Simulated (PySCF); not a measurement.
## Nuclear quadrupole coupling in `C#C[C@@H]1CN[SiH2][C@H](F)[C@H]1F`

Compound: C6H9F2NSi.
Cartesian coordinates in Å at the GFN2-xTB level; atoms count from 1:
```xyz
19
C6H9F2NSi angstrom
C     -2.7893    0.4381    0.4145
C     -1.8539   -0.0539   -0.1448
C     -0.7191   -0.6649   -0.8105
C      0.0306   -1.6083    0.1422
N      0.5189   -0.8998    1.3074
Si     1.4412    0.5386    1.2091
C      0.7757    1.3963   -0.3739
F     -0.1991    2.3282   -0.0549
C      0.1938    0.4228   -1.3934
F      1.2547   -0.1932   -2.0333
H     -3.6067    0.8819    0.8985
H     -1.0852   -1.2689   -1.6515
H     -0.6658   -2.3865    0.4677
H      0.8462   -2.0880   -0.4164
H      0.6245   -1.4983    2.1104
H      1.1253    1.3475    2.3787
H      2.8882    0.3683    0.9937
H      1.5619    1.9673   -0.8829
H     -0.3517    0.9820   -2.1680
```

Field gradients from the PBE0/pcSseg-1 density (PySCF, non-relativistic), principal values in atomic units, ordered |Vxx| ≤ |Vyy| ≤ |Vzz|:

```
atom     Vxx     Vyy      Vzz
  N5  0.3355  0.7466  -1.0821
```

Problem. Find the asymmetry η = (Vxx − Vyy)/Vzz and the couplings χ = eQV/h (234.96 MHz × Q in barn × V in au), with Q(14N) = 0.02044 b.

Solution. 
| atom | environment | nucleus | η | χzz (MHz) | χxx (MHz) | χyy (MHz) |
| --- | --- | --- | --- | --- | --- | --- |
| N5 | silicon-bound nitrogen | 14N | 0.38 | -5.20 | 1.61 | 3.59 |

Problem. What is Vzz at N5 in SI units (1 au = 9.71736 × 10²¹ V/m²)?

Solution. -1.0821 au = -10.515 × 10²¹ V/m².

Problem. What couplings would deuterons (Q(2H) = 0.00286 b) have in place of the hydrogens, at this geometry?

Solution. 
| atom | bonded to | bond length (Å) | Vzz (au) | η | χzz (kHz) |
| --- | --- | --- | --- | --- | --- |
| H11 | C1 | 1.048 | 0.3982 | 0.00 | 268 |
| H12 | C3 | 1.098 | 0.2877 | 0.01 | 193 |
| H13 | C4 | 1.094 | 0.2936 | 0.06 | 197 |
| H14 | C4 | 1.099 | 0.2844 | 0.04 | 191 |
| H15 | N5 | 1.007 | 0.4258 | 0.19 | 286 |
| H16 | Si6 | 1.457 | 0.1657 | 0.03 | 111 |
| H17 | Si6 | 1.473 | 0.1524 | 0.02 | 102 |
| H18 | C7 | 1.097 | 0.2859 | 0.07 | 192 |
| H19 | C9 | 1.100 | 0.2743 | 0.05 | 184 |

Geometry: GFN2-xTB, one conformer, isolated molecule. GFN2-xTB bond lengths can be off by several hundredths of an ångström, more for odd bonds, and the gradients follow them. With a basis this small, the couplings can be 20 % off.
